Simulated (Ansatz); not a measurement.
System: sum formula SiN3H8, charge 1, multiplicity 1. It need not be the lowest isomer of its formula. SMILES: N[SiH](N)[NH3+]
Geometry from a B3LYP-D3(BJ)/def2-TZVP (Ansatz, a quantum-chemistry and plane-wave program) optimisation:
```
Si
N 1 1.6732
H 2 1.0086 1 122.30
H 2 1.0087 3 112.31 1 170.12
N 1 1.6835 2 113.63 3 143.87
H 5 1.0094 1 124.15 2 176.15
H 5 1.0101 6 110.80 1 -154.16
H 1 1.4672 2 112.16 3 0.56
N 1 1.9297 8 98.43 2 112.22
H 9 1.0217 1 111.14 8 -61.70
H 9 1.0219 10 107.11 1 -124.55
H 9 1.0219 10 107.52 11 -114.85
```
Charge +1, spin multiplicity 1.

Parts of the frozen-core correlation energy in cc-pVTZ (Ansatz, hartree). Frozen orbitals: 8; correlated occupied orbitals by spin: 13 and 13; virtual: 215 and 215. Spin-orbit coupling is left out. No relativistic terms.

```tsv
term	value
reference (HF)	-456.91441
MP2 opposite-spin	-0.59100
MP2 same-spin	-0.17600
CCSD correlation	-0.80386
(T)	-0.02851
T1 diagnostic	0.009
largest doubles amplitude	0.016
```
